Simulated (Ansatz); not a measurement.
Stepwise reaction of `C[S][Sn][S]C` with water, as a gas-phase model of exchange steps in deposition or etching. ΔE in kJ/mol; ΔG adds harmonic PBE0-D4 terms to CCSD(T)/CBS, at 1 bar.

Gas-phase electronic energies from Ansatz, PBE0-D4/def2-TZVP geometries. CBS: MP2 limit from def2 TZ/QZ plus the TZ coupled-cluster correction, frozen cores. This one scheme is used for every species. Functionals use def2-TZVPP. B3LYP here is the variant with VWN-RPA as its local correlation; programs differ in this. def2 core potentials past Kr. For Sn outer-core shells are correlated without core-valence functions, which leaves a few kJ/mol of doubt a bond. Each species was taken in one conformer, which may not be the lowest.

| step | reaction | PBE-D4 | B3LYP-D4 | ωB97M-V | CCSD(T)/CBS | ΔG(600 K) |
| --- | --- | --- | --- | --- | --- | --- |
| 2 | `C[S][Sn][OH]` + H₂O → `[OH][Sn][OH]` + CH₃SH | 28.3 | 24.3 | 17.8 | 23.1 | 11.0 |

Q: Give the row of step 1, `C[S][Sn][S]C` + H₂O → `C[S][Sn][OH]` + CH₃SH. (Estimate.)

A: Ansatz gave: 
```
step                                       reaction  PBE-D4  B3LYP-D4  ωB97M-V  CCSD(T)/CBS  ΔG(600 K)
   1  `C[S][Sn][S]C` + H₂O → `C[S][Sn][OH]` + CH₃SH    26.2      22.7     15.9         24.8        4.0
```

Q: By hand: ΔE of the 2 steps together at CCSD(T)/CBS.

A: (24.8) + (23.1) = 47.9 kJ/mol, or 24.0 kJ/mol a step.

In ΔE the steps differ by no more than 1.7 kJ/mol. All are uphill at CCSD(T)/CBS. ΔG lies between 4.0 and 11.0 kJ/mol a step. PBE-D4 differs from CCSD(T)/CBS by 1.4 to 5.2 kJ/mol a step. Isolated molecules leave out the surface, adducts and barriers. Largest T1 diagnostic: 0.018.
